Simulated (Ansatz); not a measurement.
## GaH2F (SMILES [H][Ga]([H])[F]): the electronic atomisation energy, rung by rung

GaH2F has 4 atoms, charge 0, and is taken as a singlet. SMILES: `[H][Ga]([H])[F]`. The shape comes from GFN2-xTB, which is rough for such elements, and wasn't checked as a minimum.

Each level gives the electronic atomisation energy (eV). The values are calculated. Electronic energies at fixed atoms, without zero-point motion or spin-orbit coupling.

```csv
level,kind,program,value (eV),less FCI/STO-3G,CPU time (all runs)
BLYP/STO-3G,GGA,Ansatz,14.10,+5.54,12 s
PBE/STO-3G,GGA,Ansatz,14.02,+5.46,11 s
CAM-B3LYP/STO-3G,range-separated hybrid,Ansatz,12.67,+4.11,17 s
HSE06/STO-3G,range-separated hybrid,Ansatz,12.11,+3.55,22 s
B2PLYP/STO-3G,double hybrid,Ansatz,10.59,+2.03,18 s
CCSD(T)/STO-3G,coupled cluster or CI,Ansatz,8.79,+0.23,1.7 s
CCSD/STO-3G,coupled cluster or CI,Ansatz,7.46,-1.10,1.7 s
FCI/STO-3G,exact in the basis,Ansatz,8.56,0.00,32 s
```

FCI/STO-3G is exact within its basis and frozen core, so for wave-function methods in that basis the difference is their error; functionals converge differently with the basis, so for them it is only a difference. All-electron rows without a relativistic Hamiltonian named are non-relativistic. The values span 7.46 to 14.10 eV. Spin contamination of the reference (⟨S²⟩ at least 0.1 too high) touches BLYP/STO-3G, PBE/STO-3G, CAM-B3LYP/STO-3G, HSE06/STO-3G, B2PLYP/STO-3G, CCSD(T)/STO-3G, CCSD/STO-3G. All rows use very small basis sets, so none should be taken for the real molecule's value. In the correlated wave-function rows the outer d shell of Ga is correlated, in sets not made for it. Times are those of the runs behind each value, whatever else they computed, on shared processors of several kinds: orders of magnitude only.
